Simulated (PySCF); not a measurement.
First SCF of a structure search on singlet H₂CoN, at a hand-made trigonal pyramidal geometry. PySCF input:

```python
from pyscf import gto, scf, dft
mol = gto.M(atom='''
Co    -0.029260     0.297530     0.000000
N      0.000000    -1.332190    -0.000010
H      0.855350     0.555730    -1.093440
H      0.855370     0.555760     1.093470''',
    basis={'Co': 'def2-TZVP', 'N': 'def2-TZVP', 'H': 'def2-TZVP'},
    charge=0, spin=0)
mf = dft.RKS(mol, xc='PBE0')
mf.grids.atom_grid = (50, 194)
aux = {'Co': 'def2-universal-JKFIT', 'N': 'def2-universal-JKFIT', 'H': 'def2-universal-JKFIT'}
mf = mf.density_fit(auxbasis=aux)
mf.conv_tol = 1e-08
mf.diis_space = 10
mf.max_cycle = 60
mf.init_guess = 'minao'
mf.verbose = 4
mf.kernel()
```

Excerpt of the output (cycles and frontier levels):

```
init E= -1437.33601033291
  HOMO = 0.128774742442407  LUMO = 0.144077689068857  gap/eV = 0.41641
cycle= 1 E= -1421.75131309808  delta_E= 15.6  |g|= 7.93  |ddm|= 20.7
  HOMO = -1.82843085898857  LUMO = -1.79987114148845  gap/eV = 0.77715
cycle= 2 E= -1397.21031726292  delta_E= 24.5  |g|= 15.9  |ddm|= 23.6
  HOMO = -0.817443341921681  LUMO = -0.72683682524903  gap/eV = 2.46553
cycle= 3 E= -1423.67968059715  delta_E= -26.5  |g|= 10.6  |ddm|= 9.56
  HOMO = -0.618893053744884  LUMO = -0.552599354629162  gap/eV = 1.80394
cycle= 4 E= -1427.11733049039  delta_E= -3.44  |g|= 9.45  |ddm|= 1.67
  HOMO = -0.630217652239182  LUMO = -0.521853555303476  gap/eV = 2.94874
cycle= 5 E= -1428.32186345405  delta_E= -1.2  |g|= 8.84  |ddm|=    1
  HOMO = -0.5722676681571  LUMO = -0.531948817787086  gap/eV = 1.09713
cycle= 6 E= -1431.5323810385  delta_E= -3.21  |g|= 7.63  |ddm|= 1.55
  HOMO = -0.516210229440944  LUMO = -0.352685731500543  gap/eV = 4.44973
... 28 lines left out ...
cycle= 21 E= -1438.24481228064  delta_E= -3.23e-06  |g|= 0.00093  |ddm|= 0.00454
  HOMO = -0.249269790315424  LUMO = -0.15131899687519  gap/eV = 2.66538
cycle= 22 E= -1438.2448125386  delta_E= -2.58e-07  |g|= 0.000289  |ddm|= 0.00117
  HOMO = -0.249284020252283  LUMO = -0.151337792109452  gap/eV = 2.66525
cycle= 23 E= -1438.24481256447  delta_E= -2.59e-08  |g|= 0.000142  |ddm|= 0.000303
  HOMO = -0.249285222847526  LUMO = -0.151341138797171  gap/eV = 2.66519
cycle= 24 E= -1438.24481257013  delta_E= -5.66e-09  |g|= 3.8e-05  |ddm|= 0.000165
  HOMO = -0.249289965528625  LUMO = -0.151346033300573  gap/eV = 2.66519
Extra cycle  E= -1438.24481256202  delta_E= 8.11e-09  |g|= 0.000279  |ddm|= 8.32e-05
converged SCF energy = -1438.24481256202
```

No lower solution of this spin was found from smeared starts or by a stability analysis within the restricted form, which does not test spin polarisation.

At the minimum of this search the closed-shell solution is unstable towards spin polarisation, so a lower open-shell solution exists.

The search for the lowest solution, 3 starts and the stability check together, took 8.8 s on 2 threads of a shared Arm Neoverse V2 host, with 88 basis functions; the process peaked at 0.42 GiB.
